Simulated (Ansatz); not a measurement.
Born–Oppenheimer molecular dynamics of C$_{2}$H$_{7}$FSi (11 atoms, charge 0, multiplicity 1). It starts from a relaxed structure.

These are results of RHF/def2-SVP (Ansatz 0.2.0), not measurements.

```yaml
ensemble: NVT, Langevin thermostat
time_step: 2.5 fs
steps_asked: 40
set_temperature: 3000 K
friction: 0.005 /fs
seed: 332421
```

First frame:

```xyz
11
Properties=species:S:1:pos:R:3
Si 0.001 0.003 -0.077
F 0.075 -0.101 1.540
H 1.398 0.096 -0.555
C -0.952 1.554 -0.504
H -1.976 1.501 -0.127
H -0.477 2.436 -0.068
H -0.998 1.698 -1.587
C -0.819 -1.553 -0.711
H -1.838 -1.642 -0.326
H -0.869 -1.551 -1.803
H -0.263 -2.441 -0.401
```

What does the run give?

The run went to its last step.

```
steps done                                               : 40
time covered                                             : 100 fs
mean temperature over the second half                    : 923481 K
spread of the potential energy over the second half      : 283.3 meV per atom
mean potential energy of the second half above the start : 3352.3 meV per atom
```

The temperature shot up to 1.3e+06 K, far beyond the bath's, so the integration failed: the time step of 2.5 fs is too long for the fastest motions that this run met, and the later frames carry no physical meaning.

What happens to the structure?

Parted: Si1–C8 1.87 → 25.00 Å, C4–H6 1.09 → 9.50 Å, C4–H7 1.09 → 38.34 Å, C8–H9 1.09 → 19.98 Å, C8–H10 1.09 → 22.60 Å, C8–H11 1.09 → 333.49 Å. It ends as C + CH2FSi + H + H + H + H + H. Pairs count as bonded within 1.25 times the sum of covalent radii (0.12 Å more for H–H). This is one draw of velocities; another would differ in detail.

How do temperature and energy run in time?


| time (fs) | T (K) | potential energy less start (eV) |
| --- | --- | --- |
| 0 | 2727 | 0.000 |
| 7.5 | 10343 | 9.909 |
| 15 | 8164 | 11.924 |
| 22.5 | 9557 | 14.079 |
| 30 | 7601 | 16.704 |
| 37.5 | 307934 | 52.222 |
| 45 | 1224511 | 30.617 |
| 52.5 | 1149289 | 31.129 |
| 60 | 1063231 | 34.632 |
| 67.5 | 980442 | 36.683 |
| 75 | 917489 | 38.126 |
| 82.5 | 846614 | 39.236 |
| 90 | 784449 | 40.849 |
| 97.5 | 729537 | 37.824 |

Time of the run: 2.4 min on 1 thread of Arm Neoverse V1 (shared host), peak memory 0.22 GiB.
